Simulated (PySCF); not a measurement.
Rigid-rotor lines calculated for a species of formula C10H12O2 (commonest isotopes; PBE0-D3(BJ)/def2-SVP geometry optimisation, gas phase (PySCF)), labelled J(Ka,Kc):

```
     transition     MHz
2(0,2) ← 1(0,1)  2630.3
2(1,1) ← 1(1,0)  2747.2
2(1,2) ← 1(1,1)  2530.8
1(0,1) ← 0(0,0)  1319.5
1(1,1) ← 0(0,0)  2277.0
```

(1) Find the rotational constants.

(2) What moments of inertia, asymmetry and inertial defect follow?

(3) Which dipole components do these lines need?

(4) Predict further lines from these constants: 2(0,2) ← 1(1,1); 2(2,1) ← 2(1,2); 2(2,0) ← 2(1,1); 2(1,2) ← 1(0,1); 3(2,2) ← 2(1,1); 3(1,3) ← 2(1,2); 3(2,1) ← 3(1,2); 2(1,2) ← 2(0,2); 2(1,1) ← 1(0,1); 2(2,1) ← 1(1,1); 3(2,1) ← 2(1,2); 2(2,0) ← 1(1,1); 2(2,0) ← 1(1,0); 3(3,1) ← 3(2,1).

(5) Which structure gave them?

## Answers

(1) 1(0,1) ← 0(0,0) is B + C, 2(1,1) ← 1(1,0) is 3B + C and 2(1,2) ← 1(1,1) is B + 3C, so B − C is half the difference of the last two, 108.2 MHz. 1(1,1) ← 0(0,0) is A + C. A = 1671.4, B = 713.9, C = 605.6 MHz.

(2) I = 505379 MHz·u·Å² over each constant: Ia = 302.37, Ib = 707.94, Ic = 834.46 u·Å²; κ = (2B − A − C)/(A − C) = -0.797 (asymmetric top); Δ = Ic − Ia − Ib = -175.85 u·Å².

(3) μa and μb (a-type: ΔKa even, ΔKc odd; b-type: both odd). The calculation gives |μa| = 0.70 D, |μb| = 1.04 D, |μc| = 1.16 D.

(4) 
```csv
transition,MHz,type,branch
"2(1,2) ← 2(0,2)",858,c,Q
"2(0,2) ← 1(1,1)",1673,b,R
"3(2,1) ← 3(1,2)",2759,b,Q
"2(2,0) ← 2(1,1)",2881,b,Q
"2(2,1) ← 2(1,2)",3197,b,Q
"2(1,2) ← 1(0,1)",3488,b,R
"3(1,3) ← 2(1,2)",3791,a,R
"2(1,1) ← 1(0,1)",3813,c,R
"3(3,1) ← 3(2,1)",5020,c,Q
"2(2,0) ← 1(1,0)",5628,c,R
"2(2,1) ← 1(1,1)",5728,c,R
"2(2,0) ← 1(1,1)",5737,b,R
"3(2,2) ← 2(1,1)",6831,b,R
"3(2,1) ← 2(1,2)",7199,b,R
```

(5) `C#C[C@@H]1C[C@@]2(OC=O)CC[C@@H]1C2`, point group C1. Three constants can't fix a structure by themselves; this is the one that was computed:
```
atom  x, y, z in Å
C1     3.619   -0.681    1.011
C2     2.627   -0.499    0.339
C3     1.426   -0.286   -0.457
C4     0.622    0.978   -0.022
C5    -0.748    0.391    0.344
O6    -1.515    1.182    1.245
C7    -1.911    2.392    0.864
O8    -1.688    2.918   -0.189
C9    -1.481   -0.026   -0.939
C10   -0.681   -1.277   -1.378
C11    0.386   -1.426   -0.281
C12   -0.370   -0.956    0.960
H13    4.502   -0.844    1.599
H14    1.729   -0.214   -1.515
H15    0.551    1.735   -0.812
H16    1.076    1.447    0.863
H17   -2.494    2.854    1.689
H18   -2.526   -0.273   -0.698
H19   -1.490    0.782   -1.681
H20   -0.233   -1.169   -2.377
H21   -1.322   -2.170   -1.407
H22    0.848   -2.420   -0.230
H23   -1.250   -1.570    1.203
H24    0.264   -0.852    1.852
```

The values belong to one conformer (point group C1) with, in the numbering `[CH:1]#[C:2][C@@H:3]1[CH2:4][C@@:5]2([O:6][CH:7]=[O:8])[CH2:9][CH2:10][C@@H:11]1[CH2:12]2`, C4–C5–O6–C7 64°, C5–O6–C7–O8 0°. Not checked by PBE0-D3(BJ)/def2-SVP frequencies. These are rigid-rotor constants of the computed structure; measured ground-state constants (B0) also hold zero-point vibration.

Hardware: 2 threads, Intel Xeon Platinum 8488C (x86_64), shared host. Cost: 2.7 min wall, 6.6 min CPU, 1.3 GiB resident at most. That covers the optimisation of the geometry.
